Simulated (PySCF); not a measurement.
NMR data simulated for an unnamed compound:

¹H NMR (600 MHz, computed): δ 7.01 (m, 2H).

¹³C{¹H} NMR (computed): δ 157.3 (C), 151.0 (C), 115.8 (CH).

Computed data (PySCF): PBE0-D3(BJ)/def2-TZVP geometry, shieldings: GIAO B97-2/pcSseg-2. Non-relativistic, single conformer, equivalent nuclei averaged, isolated molecule.

Shifts are taken against calculated references (same method and geometry level): ¹H (σref 31.64), ¹³C (σref 185.38) against TMS.

**Question.** Which of these does the molecule contain: a CH3CH2 unit, an NH or NH2 group, a C≡C triple bond, a benzene ring?

**Answer.** 
- A CH3CH2 unit: no.
- An NH or NH2 group: no.
- A C≡C triple bond: no.
- A benzene ring: yes.

The data belong to SMILES Fc1ccc(F)c(F)c1F, C6H2F4; they needn't prove each group on their own.

Carbon signals by region: 3 in the sp2 and nitrile region (100–160 ppm).

Splittings by ¹⁹F in the carbon and heteronuclear signals aren't shown, as no couplings were computed. Shifts are as computed. Against solution values, carbons near 30 ppm lie about +3 ppm off and those near 130 ppm about +7 ppm. Of 1309 compounds with measured shifts, 239 miss one by over three times the rms of a fit or turn the order of signals round; such compounds aren't used in these exercises.
